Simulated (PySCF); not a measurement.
Krypton: a sound run and one with changed settings

Sound run: Kr⁺ [Ar] 3d10 4s2 4p5, Kr²⁺ [Ar] 3d10 4s2 4p4. All numbers are calculated (PySCF 2.14, the spin-free X2C one-electron Hamiltonian (Gaussian nucleus), in x2c-TZVPall). In the sound run the correlated levels freeze [Ar] 3d10. The sound run starts from symmetry-adapted Hartree-Fock orbitals and uses a fine grid where one is needed.

Changed run: initial guess atom, at most 50 SCF cycles, level shift 0.5 hartree.

```json
{"species": "Kr⁺", "method": "UHF", "sound run (hartree)": "-2787.69941", "changed run (hartree)": "-2787.69941", "converged": "yes"}
{"species": "Kr⁺", "method": "BP86", "sound run (hartree)": "-2789.84795", "changed run (hartree)": "-2789.84795", "converged": "yes"}
{"species": "Kr⁺", "method": "M06-2X", "sound run (hartree)": "-2789.64529", "changed run (hartree)": "-2789.64529", "converged": "yes"}
{"species": "Kr⁺", "method": "MP2", "sound run (hartree)": "-2787.83715", "changed run (hartree)": "-2787.80477", "converged": "yes"}
{"species": "Kr⁺", "method": "CCSD(T)", "sound run (hartree)": "-2787.86089", "changed run (hartree)": "-2787.86089", "converged": "yes"}
{"species": "Kr²⁺", "method": "UHF", "sound run (hartree)": "-2786.84492", "changed run (hartree)": "-2786.84492", "converged": "yes"}
{"species": "Kr²⁺", "method": "BP86", "sound run (hartree)": "-2788.94845", "changed run (hartree)": "-2788.94845", "converged": "yes"}
{"species": "Kr²⁺", "method": "M06-2X", "sound run (hartree)": "-2788.75662", "changed run (hartree)": "-2788.75662", "converged": "yes"}
{"species": "Kr²⁺", "method": "MP2", "sound run (hartree)": "-2786.95240", "changed run (hartree)": "-2786.92745", "converged": "yes"}
{"species": "Kr²⁺", "method": "CCSD(T)", "sound run (hartree)": "-2786.97486", "changed run (hartree)": "-2786.97486", "converged": "yes"}
```

Ionisation energy of Kr⁺:

```csv
method,sound run (eV),changed run (eV)
UHF,23.252,23.252
BP86,24.477,24.477
M06-2X,24.182,24.182
MP2,24.075,23.873
SCS-MP2,24.072,23.876
CCSD,24.081,24.081
CCSD(T),24.110,24.110
```

A level shift leaves the converged SCF energy unchanged but raises the virtual orbital energies, which shrinks MP2 if it is not removed.

For comparison, NIST gives 24.360 eV between the lowest levels.
